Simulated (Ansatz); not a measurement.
`C1[O][GeH2][O]1`. Total charge 0; spin multiplicity 1.

```xyz
8

C     0.963   -0.337    0.484
O     0.192    0.824    0.781
Ge   -0.980    0.344   -0.493
O     0.239   -0.975   -0.564
H     1.027   -0.992    1.362
H     1.968   -0.058    0.144
H    -2.374   -0.068    0.010
H    -1.035    1.263   -1.724
```

(1) List the harmonic frequencies (cm⁻¹, unscaled) at PBE0-D4/def2-TZVP in Ansatz. (Best estimate.)

(2) Is this a minimum?

(3) Give the ideal-gas thermochemistry at 298.15 K and 1 bar (rigid rotor, harmonic oscillator; point group C2v, symmetry number 2).

(4) And at 400, 500, 600, 800 and 1000 K?

(5) Rotational constants (cm⁻¹)?

## Answers

(1) Computed: 189, 477, 534, 586, 639, 721, 848, 899, 1006, 1086, 1149, 1168, 1383, 1550, 2155, 2157, 3012, 3056.

(2) Yes, all 18 modes are real.

(3) Zero-point energy 135.3 kJ/mol; H(298) − E = 149.6 kJ/mol; entropy 288.9 J/(mol·K), of which translation 168.6, rotation 98.2, vibration 22.1; G(298) − E = 63.4 kJ/mol.

(4) 
```csv
T (K),H − E (kJ/mol),S (J/mol/K),G − E (kJ/mol)
400,158.0,313.0,32.8
500,167.8,334.9,0.4
600,179.0,355.2,-34.2
800,204.2,391.4,-108.9
1000,232.3,422.7,-190.4
```

(5) 0.3722, 0.1679, 0.1241.
